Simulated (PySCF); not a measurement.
Shapes and spin states of CeH2

All numbers come from PySCF, PBE0, basis Ce def2-TZVP with ECP28, H def2-TZVP (scalar-relativistic core potentials, no spin–orbit coupling, density fitting).

Relaxations began from a few typed shapes and spin states; open shells are unrestricted. The search is not exhaustive: other isomers or separated fragments can lie lower, and high-lying points may rest on an excited occupation.

Task: Order these stationary points by electronic energy, lowest first, in kJ/mol from the lowest minimum.
A. singlet (closed shell, unstable to spin polarisation) C2v: Ce–H 2.301 Å (×2), H–H 0.799 Å; Ce–H–H 80.0° (×2), H–Ce–H 20.0°
B. singlet (closed shell, unstable to spin polarisation) C2v: Ce–H 2.023 Å (×2); H–Ce–H 111.5°
C. triplet C2v: Ce–H 2.031 Å (×2); H–Ce–H 111.9°

Result: C (0.0), B (130.6), A (228.5).

Task: Which of them are minima?

Result: By energy in kJ/mol, 0.0: minimum; 130.6: minimum of the closed-shell surface only; 228.5: minimum of the closed-shell surface only.

Formally Ce is in oxidation state +2, with 2 electrons left for the f, d and s shells; the Mulliken f population is 1.13 and the spin on Ce 2.06.

For the lowest minimum: the spin densities have lower symmetry than the nuclear frame. Other spin states or occupations of the open shell can lie lower. The pruned grid is coarse for the open f shell: energies are uncertain by about 2 kJ/mol and soft modes are noisy. With an element this heavy the missing spin–orbit coupling can shift these numbers.
